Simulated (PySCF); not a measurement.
Geometry:
```tsv
atom	x (Å)	y (Å)	z (Å)
C1	-0.655	1.229	-1.149
C2	-0.465	0.256	-0.254
C3	-1.581	-0.512	0.389
C4	0.868	-0.100	0.132
C5	1.639	-0.911	0.907
C6	2.297	0.037	0.073
O7	3.283	0.557	-0.357
H8	0.177	1.753	-1.587
H9	-1.641	1.524	-1.463
H10	-2.546	-0.167	0.029
H11	-1.542	-0.393	1.471
H12	-1.479	-1.573	0.166
H13	1.641	-1.700	1.626
```

Geometry: GFN2-xTB; GIAO shifts from PySCF 2.14.0 with density-fitted response routines, gas phase, non-relativistic, averaged over equivalent atoms.

At wB97X-D/STO-3G (41 basis functions, about 14 core-seconds):
```tsv
atoms	δ (ppm)
C4	146.6
C5	140.1
C1	115.0
C2	107.8
C6	101.9
C3	24.2
O7	286.4
H13	8.99
H8	6.64
H9	6.13
H10/H11/H12	2.05
```

δ = σ(ref) − σ, references computed at the same level: 13C (σ = 236.35 ppm), 1H (σ = 33.12 ppm) vs TMS; 17O (σ = 342.19 ppm) against H2O.

Question: Predict the values at PBE0/pcSseg-1 on the same geometry.

Answer: 
```
      atoms  δ at PBE0/pcSseg-1  change
         C4               174.4   +27.8
         C5               152.5   +12.4
         C1               142.9   +27.9
         C2               136.0   +28.2
         C6               152.4   +50.5
         C3                21.9    -2.3
         O7               326.4   +40.0
        H13                8.57   -0.42
         H8                6.49   -0.15
         H9                6.34   +0.21
H10/H11/H12                2.16   +0.11
```

Scale: 13C (σref 186.93) and 1H (σref 31.72) against TMS; H2O for 17O (σref 336.08) (reference shieldings calculated alike).

The largest change is at C6 (ring carbonyl carbon). Cost: 149 basis functions, about 40 core-seconds. The order of the carbon signals changes between the two levels.

Unscaled 17O shifts of doubly bonded oxygen tend to come out too high, by tens of ppm or more. Experimental scales use liquid or dissolved standards, which lie at an offset from isolated H2O (liquid H2O: subtract about 36 ppm).
